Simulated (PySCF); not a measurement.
A side-by-side comparison of computed properties.

First species: C₅H₈ClF₃Si.
Geometry (GFN2-xTB, Å), atoms numbered from 1 in this order:
```
atom  x, y, z in Å
F1     1.6849   -0.1563    2.0855
Si2    0.5284   -1.1509    1.5713
C3    -0.1579   -0.3117    0.0017
C4    -1.1468   -1.2286   -0.6841
F5    -1.8288   -0.6120   -1.6777
F6    -2.0901   -1.6716    0.1919
C7     0.9188    0.2568   -0.9503
C8     0.6335    1.6518   -0.3898
Cl9    0.4517    2.9489   -1.5890
C10   -0.6580    1.1332    0.2441
H11    1.2118   -2.3904    1.2370
H12   -0.4588   -1.1990    2.6316
H13   -0.6647   -2.1170   -1.1215
H14    1.9359   -0.1095   -0.8250
H15    0.6287    0.1719   -1.9968
H16    1.3728    1.9884    0.3355
H17   -0.8338    1.4286    1.2765
H18   -1.5363    1.3736   -0.3528
```

Second species: C₅H₈ClF₃Si.
SMILES: `ClCC([C@H](C(F)(F)F)[SiH3])=C`

Levels: PBE0/pcSseg-1 for dipole moment, HOMO energy, LUMO energy and HOMO–LUMO gap; GFN2-xTB for rotational constant A and rotational constant C. Geometries: GFN2-xTB. Each structure is a single optimised conformer of the isolated species, non-relativistic unless stated. Electronic properties by PySCF.

The conformers computed, where there is a choice (atom-mapped SMILES and torsion angles):
- `[F:1][SiH2:2][C@:3]1([CH:4]([F:5])[F:6])[CH2:7][C@@H:8]([Cl:9])[CH2:10]1`: F1–Si2–C3–C4 173°, Si2–C3–C4–F5 170°
- `[CH2:1]=[C:2]([CH2:3][Cl:4])[C@@H:5]([SiH3:6])[C:7]([F:8])([F:9])[F:10]`: C1–C2–C3–Cl4 -109°, C1–C2–C5–Si6 107°, C2–C5–C7–F8 166°

Problem. Which of the two has the higher HOMO energy, and by how much?

Solution. The second: -7.93 eV against -8.37 eV, a difference of 0.44 eV.

Problem. Which of the two has the higher rotational constant C, and by how much?

Solution. The second: 0.684 GHz against 0.497 GHz, a difference of 0.187 GHz.

Problem. Which has the higher HOMO–LUMO gap?

Solution. The first: 8.26 eV against 7.08 eV, a difference of 1.18 eV.

Problem. Which of the two has the higher dipole moment, and by how much?

Solution. The first: 2.48 D against 2.36 D, a difference of 0.12 D.

Problem. Which has the higher LUMO energy?

Solution. The first: -0.11 eV against -0.85 eV, a difference of 0.74 eV.

Problem. Which has the higher rotational constant A?

Solution. The second: 1.250 GHz against 1.148 GHz, a difference of 0.102 GHz.

On the first: A dipole of 2.48 D is allowed in C1, and pure rotational transitions are dipole-allowed. In atomic units the dipole is 0.98 e·bohr (1 au = 2.5417 D).

On the second: In atomic units the dipole is 0.93 e·bohr (1 au = 2.5417 D).
